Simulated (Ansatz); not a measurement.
Steps of a relaxation of C₂H₅NOSi, SMILES `OC1N=C1[SiH3]` with RKS PBE-D4/def2-SVP.

```sh
$ ansatz run in.yaml --threads 4 --pin off --events-out ev --progress --plain --max-ram 10444MiB
```

```yaml
crystal:
  periodic: [false, false, false]
  atoms:
    - {symbol: O, position_ang: [-1.429900, 1.649200, 0.198900]}
    - {symbol: C, position_ang: [-0.436100, 0.992000, 0.856300]}
    - {symbol: N, position_ang: [-0.884900, -0.394900, 1.244200]}
    - {symbol: C, position_ang: [0.048800, -0.225100, 0.300500]}
    - {symbol: Si, position_ang: [0.958200, -1.051100, -0.894800]}
    - {symbol: H, position_ang: [-2.330300, 1.343700, 0.486500]}
    - {symbol: H, position_ang: [0.222100, 1.513400, 1.576100]}
    - {symbol: H, position_ang: [0.241400, -1.449400, -2.096300]}
    - {symbol: H, position_ang: [1.630500, -2.251200, -0.317100]}
    - {symbol: H, position_ang: [2.063300, -0.177700, -1.351500]}
basis:
  gaussian: {orbitals: def2-SVP}
hamiltonian: {xc: pbe, dispersion: d4}
relax: {f_tol: 0.03, max_steps: 200}
```

Positions (Å) and forces (eV/Å) along the path, 14 of 18 steps:

```xyz
10
step=1 energy=-13549.7874 eV
O    -1.430    1.649    0.199   -0.831    1.465   -0.687
C    -0.436    0.992    0.856   -1.080   -0.210    1.354
N    -0.885   -0.395    1.244    2.560    0.301   -1.408
C     0.049   -0.225    0.300   -3.616   -0.141    3.390
Si    0.958   -1.051   -0.895    2.854   -1.858   -2.145
H    -2.330    1.344    0.486    0.945    0.042    0.043
H     0.222    1.513    1.576   -0.352    0.548    0.080
H     0.241   -1.449   -2.096   -0.719   -0.227   -0.650
H     1.631   -2.251   -0.317   -0.050   -0.282    0.150
H     2.063   -0.178   -1.351    0.289    0.363   -0.127
10
step=2 energy=-13550.2988 eV
O    -1.427    1.688    0.186   -0.381    0.546   -0.172
C    -0.481    0.991    0.899   -0.073   -0.457    0.411
N    -0.814   -0.431    1.281    0.881    0.415   -0.884
C     0.045   -0.233    0.313   -1.597    0.291    1.951
Si    1.016   -1.072   -0.926    1.362   -1.038   -1.222
H    -2.322    1.395    0.457    0.223    0.012    0.084
H     0.131    1.558    1.631   -0.213    0.173   -0.080
H     0.201   -1.486   -2.105   -0.226    0.024   -0.113
H     1.632   -2.310   -0.333   -0.001    0.006    0.018
H     2.102   -0.152   -1.401    0.024    0.027    0.006
10
step=4 energy=-13550.4423 eV
O    -1.482    1.715    0.194   -0.056   -0.052   -0.055
C    -0.519    1.002    0.894    0.012   -0.049    0.022
N    -0.802   -0.422    1.264    0.017   -0.015   -0.008
C     0.049   -0.225    0.320    0.012    0.096   -0.027
Si    1.089   -1.127   -0.962   -0.026   -0.029    0.001
H    -2.355    1.468    0.561    0.042    0.036    0.028
H     0.051    1.604    1.630   -0.006   -0.008    0.010
H     0.201   -1.487   -2.121    0.014    0.025    0.020
H     1.672   -2.373   -0.358   -0.012    0.002    0.006
H     2.180   -0.206   -1.420    0.003   -0.008    0.004
10
step=6 energy=-13550.4120 eV rejected
O    -1.605    1.594    0.133   -1.278   -0.424    1.547
C    -0.557    1.003    0.847    0.006    0.219   -0.245
N    -0.695   -0.422    1.296    0.111    0.027   -0.121
C     0.094   -0.191    0.306   -0.029   -0.157   -0.084
Si    1.124   -1.140   -0.976   -0.024    0.146    0.324
H    -2.403    1.551    0.777    1.392    0.222   -1.302
H    -0.009    1.690    1.528   -0.053   -0.066   -0.018
H     0.258   -1.376   -2.172   -0.050    0.011   -0.085
H     1.559   -2.453   -0.381   -0.022    0.062   -0.028
H     2.317   -0.306   -1.354   -0.054   -0.040    0.012
10
step=9 energy=-13550.4990 eV
O    -1.692    1.438    0.132   -0.048   -0.019    0.100
C    -0.581    0.969    0.816    0.000   -0.002    0.001
N    -0.610   -0.434    1.375   -0.062   -0.026    0.107
C     0.088   -0.228    0.319    0.133    0.056   -0.108
Si    1.124   -1.136   -0.960   -0.065   -0.031    0.004
H    -2.358    1.695    0.801    0.058    0.023   -0.071
H    -0.027    1.721    1.418   -0.042   -0.021   -0.027
H     0.280   -1.285   -2.194    0.022   -0.002   -0.009
H     1.524   -2.481   -0.428   -0.007    0.003   -0.006
H     2.336   -0.311   -1.276    0.011    0.019    0.010
10
step=10 energy=-13550.4248 eV rejected
O    -1.733    1.367    0.153    0.345   -0.415   -0.755
C    -0.602    0.949    0.826    0.071   -0.135    0.041
N    -0.579   -0.436    1.407    1.194    0.291   -1.387
C     0.173   -0.192    0.347   -1.667   -0.592    1.153
Si    1.109   -1.146   -0.971    0.292    0.142    0.124
H    -2.338    1.773    0.781   -0.338    0.281    0.508
H    -0.083    1.725    1.394    0.159    0.436    0.350
H     0.291   -1.260   -2.225   -0.072    0.021    0.083
H     1.508   -2.496   -0.450   -0.079   -0.009   -0.008
H     2.337   -0.335   -1.257    0.096   -0.021   -0.109
10
step=11 energy=-13550.5034 eV
O    -1.716    1.397    0.137   -0.127    0.041    0.140
C    -0.590    0.960    0.814    0.035   -0.027    0.018
N    -0.586   -0.437    1.392    0.074    0.015   -0.096
C     0.100   -0.227    0.324   -0.093   -0.002    0.076
Si    1.123   -1.137   -0.963   -0.003   -0.008    0.004
H    -2.347    1.740    0.805    0.121   -0.043   -0.137
H    -0.046    1.729    1.400   -0.020    0.017   -0.007
H     0.291   -1.271   -2.206    0.005    0.008    0.007
H     1.510   -2.490   -0.438   -0.004    0.003   -0.005
H     2.342   -0.315   -1.262    0.011   -0.004    0.000
10
step=12 energy=-13550.5030 eV rejected
O    -1.729    1.358    0.134   -0.018   -0.073    0.104
C    -0.597    0.949    0.821    0.081    0.037   -0.119
N    -0.543   -0.437    1.423   -0.137   -0.012   -0.025
C     0.103   -0.228    0.332    0.116   -0.018    0.031
Si    1.119   -1.135   -0.962   -0.004   -0.009   -0.005
H    -2.333    1.763    0.784   -0.078    0.046    0.017
H    -0.066    1.742    1.384    0.025    0.023   -0.003
H     0.290   -1.242   -2.209    0.002    0.005   -0.001
H     1.490   -2.498   -0.456   -0.003   -0.005    0.002
H     2.350   -0.324   -1.247    0.014    0.005   -0.001
10
step=13 energy=-13550.5053 eV
O    -1.730    1.377    0.142   -0.011   -0.011    0.035
C    -0.594    0.956    0.813   -0.003   -0.004    0.008
N    -0.571   -0.437    1.400    0.018    0.006   -0.018
C     0.102   -0.228    0.325   -0.019    0.001    0.010
Si    1.124   -1.137   -0.962    0.001   -0.007   -0.006
H    -2.340    1.757    0.805    0.015    0.002   -0.026
H    -0.055    1.736    1.389   -0.006    0.010   -0.004
H     0.294   -1.259   -2.208    0.004    0.004    0.000
H     1.502   -2.494   -0.445   -0.005   -0.001   -0.002
H     2.351   -0.322   -1.256    0.004   -0.001    0.003
10
step=14 energy=-13550.5064 eV
O    -1.757    1.337    0.152   -0.068    0.056    0.144
C    -0.600    0.951    0.810   -0.002    0.008   -0.005
N    -0.537   -0.431    1.420    0.008    0.041   -0.040
C     0.108   -0.225    0.327   -0.006   -0.017    0.027
Si    1.125   -1.137   -0.963   -0.002   -0.010   -0.008
H    -2.337    1.774    0.809    0.077   -0.068   -0.112
H    -0.067    1.755    1.358   -0.011   -0.012   -0.008
H     0.305   -1.227   -2.218    0.010    0.003    0.005
H     1.474   -2.507   -0.458   -0.003    0.005   -0.006
H     2.370   -0.340   -1.234   -0.004   -0.005    0.004
10
step=15 energy=-13550.5063 eV rejected
O    -1.771    1.319    0.165   -0.007   -0.060   -0.126
C    -0.599    0.953    0.805   -0.047    0.099    0.087
N    -0.515   -0.418    1.432    0.007   -0.011    0.054
C     0.121   -0.221    0.332   -0.051    0.004   -0.074
Si    1.125   -1.139   -0.963    0.007   -0.002    0.003
H    -2.351    1.765    0.811    0.053   -0.016    0.049
H    -0.072    1.772    1.335    0.026   -0.015    0.013
H     0.314   -1.200   -2.224   -0.010    0.005   -0.008
H     1.449   -2.521   -0.474    0.000   -0.008    0.006
H     2.383   -0.361   -1.217    0.022    0.005   -0.004
10
step=16 energy=-13550.5071 eV
O    -1.765    1.329    0.158    0.013   -0.013   -0.005
C    -0.600    0.954    0.807   -0.009    0.009    0.004
N    -0.526   -0.423    1.427    0.007    0.011   -0.013
C     0.111   -0.223    0.328   -0.004   -0.005    0.006
Si    1.124   -1.138   -0.963    0.003   -0.001    0.000
H    -2.342    1.765    0.812   -0.007    0.004    0.011
H    -0.067    1.764    1.347    0.000   -0.005   -0.005
H     0.311   -1.214   -2.224    0.002    0.002    0.003
H     1.461   -2.513   -0.465   -0.004    0.001   -0.003
H     2.376   -0.350   -1.224    0.001   -0.002    0.002
10
step=17 energy=-13550.5076 eV
O    -1.781    1.306    0.166    0.019   -0.017   -0.030
C    -0.601    0.956    0.803   -0.016    0.018    0.012
N    -0.501   -0.410    1.440    0.005    0.006    0.001
C     0.117   -0.219    0.329   -0.001   -0.002   -0.004
Si    1.125   -1.139   -0.963   -0.005   -0.006   -0.003
H    -2.351    1.755    0.819   -0.004    0.003    0.024
H    -0.071    1.781    1.321    0.000   -0.009   -0.003
H     0.321   -1.186   -2.230    0.004    0.004    0.000
H     1.432   -2.526   -0.478    0.000    0.006    0.000
H     2.393   -0.370   -1.204   -0.002   -0.003    0.002
10
step=18 energy=-13550.5077 eV
O    -1.800    1.279    0.177    0.028   -0.011   -0.008
C    -0.602    0.961    0.796   -0.012    0.018    0.008
N    -0.467   -0.391    1.458    0.010    0.014   -0.025
C     0.125   -0.212    0.330   -0.024   -0.003    0.014
Si    1.122   -1.141   -0.964    0.022    0.007   -0.003
H    -2.364    1.734    0.831    0.003   -0.002    0.015
H    -0.074    1.805    1.287   -0.011   -0.019   -0.012
H     0.337   -1.146   -2.244    0.005   -0.008    0.020
H     1.394   -2.540   -0.491   -0.013    0.010   -0.011
H     2.412   -0.400   -1.176   -0.010   -0.005    0.000
```

Run time 32 s (4 threads of an Arm Neoverse N1 on a shared host); peak host memory 0.19 GiB.
